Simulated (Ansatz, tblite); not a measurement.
InAs nanocrystals, H-capped: gap (eV) at several levels, gas phase, relaxed structures; Ansatz, xTB through tblite. Core potentials for In in the def2 sets, no spin–orbit coupling. A dash marks a value that wasn't run or was left out as unsound. The structures are stationary points that may keep the symmetry of their start.

| species | state | geometry | GFN1-xTB | GFN2-xTB | PBE-D4/def2-SVP | r2SCAN-D4/def2-SVP | PBE0-D4/def2-SVP |
| --- | --- | --- | --- | --- | --- | --- | --- |
| In11As11H28, cut from wurtzite | singlet | PBE-D4/def2-SVP | 2.59 | 2.58 | 3.11 | – | 4.75 |
| In12As12H30, cut from wurtzite | singlet | PBE-D4/def2-SVP | 2.52 | 2.70 | 3.10 | 3.52 | 4.72 |
| In13As13H30, cut from zinc blende | singlet | r2SCAN-D4/def2-SVP | 2.26 | 2.73 | 3.00 | 3.39 | 4.60 |

(1) Estimate the rows for In14As14H34, cut from wurtzite (singlet, PBE-D4/def2-SVP geometry).

(1) 
```tsv
species	state	geometry	GFN1-xTB	GFN2-xTB	PBE-D4/def2-SVP	r2SCAN-D4/def2-SVP	PBE0-D4/def2-SVP
In14As14H34, cut from wurtzite	singlet	PBE-D4/def2-SVP	2.44	2.65	2.95	3.33	4.51
```

Over the 3 species that have every level, the mean is 2.41 at GFN1-xTB, 2.69 at GFN2-xTB, 3.02 at PBE-D4/def2-SVP, 3.41 at r2SCAN-D4/def2-SVP, 4.61 at PBE0-D4/def2-SVP. Orbital gaps grow with the share of exact exchange and aren't one observable across functionals.
